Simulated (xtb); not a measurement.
C3H9N, charge +1, doublet, at the geometry of the source list (a state made from the parent by changing its charge; the spin is typed, not shown lowest); xtb with GFN0-xTB.

xtb was given this input:
```
$ xtb mol.xyz --gfn 0 --chrg 1 --uhf 1 --json

# file mol.xyz
13

C     -0.61420000     1.11590000     0.56410000
C     -0.09010000     0.02020000    -0.36040000
C      1.35060000    -0.34120000    -0.00900000
N     -0.92020000    -1.16670000    -0.18850000
H      0.00310000     2.00670000     0.48570000
H     -0.60020000     0.76100000     1.59070000
H     -1.63700000     1.37810000     0.30330000
H     -0.11220000     0.39990000    -1.40170000
H      1.72360000    -1.11430000    -0.67700000
H      1.39180000    -0.71630000     1.00970000
H      1.99300000     0.53090000    -0.09460000
H     -0.60270000    -1.91270000    -0.79820000
H     -1.88540000    -0.96140000    -0.42410000
```

Problem. Predict the main parts of the log of this xtb run.

Solution. 
```
   ID    Z sym.   atoms
    1    6 C      1-3
    2    7 N      4
    3    1 H      5-13

           -------------------------------------------------
          |                Calculation Setup                |
           -------------------------------------------------

           -------------------------------------------------
          |                 G F N 0 - x T B                 |
           -------------------------------------------------

          ...................................................
          :                      SETUP                      :
          :.................................................:
          :  # basis functions                  34          :
          :  # atomic orbitals                  34          :
          :  # shells                           26          :
          :  # electrons                        25          :
          :  electronic temp.          300.0000000     K    :
          :  accuracy                    1.0000000          :
          :  -> integral cutoff          0.2500000E+02      :
          :  -> integral neglect         0.1000000E-07      :
          ...................................................

         :::::::::::::::::::::::::::::::::::::::::::::::::::::
         ::                     SUMMARY                     ::
         :::::::::::::::::::::::::::::::::::::::::::::::::::::
         :: total energy             -12.509476562731 Eh    ::
         :: gradient norm              0.093067425844 Eh/a0 ::
         :: HOMO-LUMO gap              7.169172319933 eV    ::
         ::.................................................::
         :: H0 energy                -13.990890579086 Eh    ::
         :: repulsion energy           0.209207155299 Eh    ::
         :: electrostat energy         1.287373014560 Eh    ::
         :: -> Gsolv                   0.000000000000 Eh    ::
         ::    -> Gsasa                0.000000000000 Eh    ::
         ::    -> Gshift               0.000000000000 Eh    ::
         :: dispersion energy         -0.002330210505 Eh    ::
         :: short-range corr.         -0.012835942999 Eh    ::
         :: add. restraining           0.000000000000 Eh    ::
         :: total charge               1.000000000000 e     ::
         :::::::::::::::::::::::::::::::::::::::::::::::::::::

           -------------------------------------------------
          |                Property Printout                |
[...]
     3   6 C        3.757    -0.458    34.499     8.475
     4   7 N        2.635    -1.012    51.210    10.714
     5   1 H        0.925     0.231     0.954     1.527
     6   1 H        0.925     0.276     0.783     1.384
     7   1 H        0.925     0.253     0.868     1.457
     8   1 H        0.922     0.107     1.719     2.050
     9   1 H        0.925     0.253     0.868     1.457
    10   1 H        0.925     0.276     0.783     1.384
    11   1 H        0.925     0.231     0.954     1.527
    12   1 H        0.860     0.454     0.392     0.981
    13   1 H        0.860     0.454     0.392     0.981

 Mol. C6AA /au·bohr⁶  :        968.606813
 Mol. C8AA /au·bohr⁸  :      21625.152830
 Mol. α(0) /au        :         46.324221

Wiberg/Mayer (AO) data.
largest (>0.10) Wiberg bond orders for each atom

 ---------------------------------------------------------------------------
     #   Z sym  total        # sym  WBO       # sym  WBO       # sym  WBO
 ---------------------------------------------------------------------------
     1   6 C    3.978 --     2 C    0.992     5 H    0.981     7 H    0.980
                             6 H    0.975
     2   6 C    3.940 --     4 N    1.097     3 C    0.992     1 C    0.992
                             8 H    0.875
     3   6 C    3.978 --     2 C    0.992    11 H    0.981     9 H    0.980
                            10 H    0.975
     4   7 N    3.213 --     2 C    1.097    12 H    0.965    13 H    0.965
     5   1 H    0.980 --     1 C    0.981
     6   1 H    0.982 --     1 C    0.975
     7   1 H    0.980 --     1 C    0.980
     8   1 H    0.970 --     2 C    0.875
     9   1 H    0.980 --     3 C    0.980
    10   1 H    0.982 --     3 C    0.975
    11   1 H    0.980 --     3 C    0.981
    12   1 H    0.972 --     4 N    0.965
    13   1 H    0.972 --     4 N    0.965
 ---------------------------------------------------------------------------

Topologies differ in total number of bonds
Writing topology from bond orders to xtbtopo.mol

 dipole moment from electron density (au)
     X       Y       Z
  -1.3882  -1.4834  -0.9881  total (Debye):    5.742

           -------------------------------------------------
          | TOTAL ENERGY              -12.509476562731 Eh   |
          | GRADIENT NORM               0.093067425844 Eh/α |
          | HOMO-LUMO GAP               7.169172319933 eV   |
           -------------------------------------------------

normal termination of xtb
```
